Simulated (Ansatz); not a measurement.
Reaction (redistribution): `C#[C][Hf]([F])([Cl])[Cl]` + `C[CH](C)[Mg][Cl]` → `C#[C][Hf]([Cl])([Cl])[Cl]` + `C[CH](C)[Mg][F]`

Program: Ansatz. Geometries: PBE0-D4/def2-TZVP. ΔE: electronic, gas phase. CCSD(T)/CBS adds triple-zeta CCSD(T) − MP2 to the extrapolated MP2 energy (def2 sets, frozen cores). def2 core potentials past Kr. For Hf, Mg outer-core shells are correlated without core-valence functions, which leaves a few kJ/mol of doubt a bond. Each species was taken in one conformer, which may not be the lowest.

```
                    species  CCSD(T)/CBS(def2) energy (Eh)
 `C#[C][Hf]([F])([Cl])[Cl]`                    -1144.14428
         `C[CH](C)[Mg][Cl]`                     -778.11446
`C#[C][Hf]([Cl])([Cl])[Cl]`                    -1504.12469
          `C[CH](C)[Mg][F]`                     -418.11940
```

Problem. Work out ΔE.

Solution. ΔE = (-1504.12469) + (-418.11940) − (-1144.14428) − (-778.11446) = 0.01465 Eh = +9.2 kcal/mol.

Problem. What do rigid-rotor, harmonic-oscillator terms from PBE0-D4/def2-TZVP frequencies (298.15 K, 1 bar) make of the CCSD(T)/CBS value? (Best estimate.)

Solution. The calculation gave: ΔZPE = -0.1 kcal/mol, ΔH = +9.1 kcal/mol, ΔS = -10 J/(mol·K), ΔG = +9.9 kcal/mol.

Largest T1 diagnostic among the species: 0.015.

From BLYP to BHLYP (50 % exact exchange), in def2-TZVPP and without D4, ΔE moves by +1.1 kcal/mol. The D4 term adds −0.8 kcal/mol with B3LYP and −0.5 kcal/mol with PBE0; it sums over pairs of atoms, weighted by their polarisabilities, and B3LYP, whose exchange is more repulsive, gets the larger term.

B3LYP here is the variant with VWN-RPA as its local correlation; programs differ in this.
